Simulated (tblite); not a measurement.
Problem. What does the GFN2-xTB structure of InChI=1S/C4H9FNSi2/c5-8-6(3-7)4-1-2-4/h1,4H,3,8H2,7H3/t4-/m1/s1 look like in three dimensions? (Doublet state.)

Solution. 
Z-matrix in Å and degrees, rows numbered from 1:
```
F 
Si  1  1.6055
N   2  1.7293  1  104.57
C   3  1.4144  2  120.73  1  -179.62
Si  4  2.0062  3  109.95  2  -119.28
C   3  1.4093  2  124.03  1    21.97
C   6  1.5097  3  109.95  2   147.36
C   7  1.3045  6   64.64  3   111.55
H   2  1.4541  1  105.36  3   120.29
H   2  1.4532  1  106.56  3  -115.27
H   4  1.0847  3  110.08  2     5.71
H   4  1.0893  3  111.48  2   127.22
H   5  1.5140  4   89.24  3   143.20
H   5  1.4720  4  120.15  3  -120.36
H   5  1.4672  4  113.77  3    44.46
H   6  1.0803  3  114.95  2    -0.34
H   8  1.0619  6  140.56  7  -178.97
```

Si5 (silicon bonded to C and 3 H) has angles from 89.2° to 124.1°. Si2 (silicon bonded to F, N and 2 H) is distorted tetrahedral (angles from 104.6° to 116.6°). Of the pairs four or more bonds apart, Si5···C7 is among the closest relative to their van der Waals radii: 2.01 Å, 53 % of the sum of Bondi's values. The 3 C–C bonds span 1.304 Å (C7=C8, drawn double) to 1.515 Å (C6–C8, drawn single), a spread of 0.211 Å.

Structure optimised with GFN2-xTB, isolated species. This method treats the open shell by occupation alone, without spin polarisation.

Point group: C1 (no symmetry element, even within 0.4 Å). Its GFN2-xTB frequencies are all real (lowest 46 cm⁻¹). Torsions: F1–Si2–N3–C4 180°, Si2–N3–C4–Si5 -119°, Si2–N3–C6–C7 147°.

One conformer stands for the species.

The numbers are calculated, not measured.
